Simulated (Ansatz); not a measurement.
Basis-set series for GaH₅OSSi (`[OH][Ga]([SiH3])[SH]`). Total charge 0; spin multiplicity 1. The geometry is a stationary point of PBE0-D4/def2-TZVP. It is one conformer, not always the lowest.

Z-matrix (Å, degrees):
```
Si
Ga 1 2.394
H 1 1.487 2 109.9
H 1 1.487 2 109.8 3 119.8
H 1 1.486 2 110.1 3 -120.1
S 2 2.214 1 123.6 3 120.6
O 2 1.789 1 118.8 3 -59.4
H 6 1.344 2 95.1 1 180.0
H 7 0.959 2 115.1 1 -180.0
```

```csv
functional,basis,functions,energy (Eh),HOMO (eV),LUMO (eV)
PBE0-D4,def2-SVP,107,-2689.72393,-7.56,-1.15
PBE0-D4,def2-TZVPP,233,-2690.30851,-7.69,-1.32
ωB97M-V,def2-SVP,107,-2690.13160,-9.71,0.65
ωB97M-V,def2-TZVPP,233,-2690.71747,-9.88,0.42
```

(1) Give the rows for def2-QZVPP. (Estimate.)

Results:

(1) Ansatz gave: 
```tsv
functional	basis	functions	energy (Eh)	HOMO (eV)	LUMO (eV)
PBE0-D4	def2-QZVPP	436	-2690.37850	-7.72	-1.37
ωB97M-V	def2-QZVPP	436	-2690.78487	-9.92	0.30
```

Positive LUMOs are unbound and depend on the basis. Scalar relativity is left out up to krypton.
